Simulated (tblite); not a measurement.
C6H11FOSi.
Cartesian coordinates in Å at the GFN2-xTB level; atoms count from 1:
```
atom  x, y, z in Å
C1    -1.724    1.300   -0.552
C2    -1.457    0.200    0.144
C3    -1.701    0.132    1.624
Si4   -0.720   -1.337   -0.675
C5     1.181   -1.326   -0.251
F6     1.340   -1.360    1.124
C7     1.792   -0.110   -0.866
C8     2.130    1.002    0.084
O9     1.928   -0.035   -2.066
H10   -2.121    2.190   -0.087
H11   -1.556    1.356   -1.614
H12   -2.019    1.095    2.019
H13   -0.800   -0.186    2.145
H14   -2.476   -0.604    1.837
H15   -1.240   -2.562   -0.060
H16   -0.829   -1.316   -2.128
H17    1.654   -2.229   -0.645
H18    1.227    1.302    0.614
H19    2.540    1.849   -0.458
H20    2.848    0.648    0.822
```

Level: GFN2-xTB in tblite, geometry and Hessian alike; calculated harmonic values, unscaled, isolated species. Errors from tens to a few hundred cm⁻¹ against measured bands are possible. Modes of hydrogen on silicon can be 10 to 20 % off. One conformer, not necessarily the lowest.

Harmonic wavenumbers (cm⁻¹): 30.0, 40.6, 64.4, 93.7, 125.1, 137.5, 156.1, 242.1, 249.6, 267.9, 373.2, 405.6, 462.4, 480.0, 520.3, 537.5, 580.4, 631.6, 649.3, 679.6, 727.3, 739.4, 866.2, 914.8, 957.2, 962.5, 999.2, 1013.5, 1040.2, 1047.5, 1081.3, 1203.1, 1215.4, 1263.4, 1363.2, 1400.2, 1419.4, 1446.5, 1451.0, 1476.9, 1484.5, 1673.5, 1743.0, 2255.0, 2324.0, 2951.0, 3007.9, 3019.3, 3023.6, 3025.7, 3029.7, 3061.2, 3069.2, 3113.2.

A = 1714, B = 1011, C = 955.7 MHz; mass 146.056 u (most abundant isotopes); point group C1, symmetry number 1.

**Question.** Zero-point energy?

**Answer.** ½Σν̃ = 33048 cm⁻¹ = 94.49 kcal/mol.

**Question.** Entropy at 350 K, 1 bar (ideal gas, RRHO, classical rotation)?

**Answer.** Translation 41.67, rotation 30.13, vibration 46.85: S = 118.7 cal/(mol K).

**Question.** And Cp and H(350 K) − H(0)?

**Answer.** Cp = 50.44 cal/(mol K), of which vibrations give 42.49 (their classical limit is 54 R = 107.3); H(350 K) − H(0) = 10.80 kcal/mol without the zero-point energy, 8.02 from vibrations.

**Question.** Blend soft modes into free rotors: weight 1/[1 + (100 cm⁻¹/ν̃)⁴] for the oscillator and the rest for a rotor with moment μB/(μ + B), μ = h/(8π²ν), B = 10⁻⁴⁴ kg m². What vibrational entropy results?

**Answer.** 41.58 cal/(mol K) in place of 46.85, which changes −T·S at 350 K by +1.85 kcal/mol.

**Question.** What must be added to the electronic energy to get the Gibbs energy at 350 K and 1 bar?

**Answer.** ZPE + [H(350 K) − H(0)] − T·S = 94.49 + 10.80 − 41.53 = 63.76 kcal/mol.

**Question.** Which modes carry the vibrational entropy at 350 K?

**Answer.** 30.0 cm⁻¹: 6.15; 40.6 cm⁻¹: 5.55; 64.4 cm⁻¹: 4.63; 93.7 cm⁻¹: 3.90; 125.1 cm⁻¹: 3.33; 137.5 cm⁻¹: 3.15 cal/(mol K); the other 48 give 20.15 together.

Hindered rotation and anharmonicity are outside this model. Other conformers, if any are populated, would add a mixing term that is left out. The structure is chiral; the term R ln 2 for an equal mix with its mirror image is left out.

Hardware: one thread of an Arm Neoverse N1, no GPU, shared host with 64 logical CPUs at a one-minute load of 60. Cost: 1.5 s. This covers the Hessian and the dipole derivatives.
